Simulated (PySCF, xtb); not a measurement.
Ge(Cl)2 anion (Cl2Ge), SMILES [Cl][Ge][Cl] (connectivity only; charge and spin as stated), charge -1, multiplicity 2.

Harmonic wavenumbers (cm⁻¹) from GFN2-xTB in xtb at its own minimum, in rising order: 82, 210, 273.

Task: What does B3LYP-D3(BJ)/def2-SVPD (PySCF 2.14.0) give at its own minimum? (The exact figures need the calculation; the answer reports its results.)

Result: 107, 254, 287. Paired by order, the mean absolute difference is 28 cm⁻¹ and the zero-point energies are 0.8 and 0.9 kcal/mol.
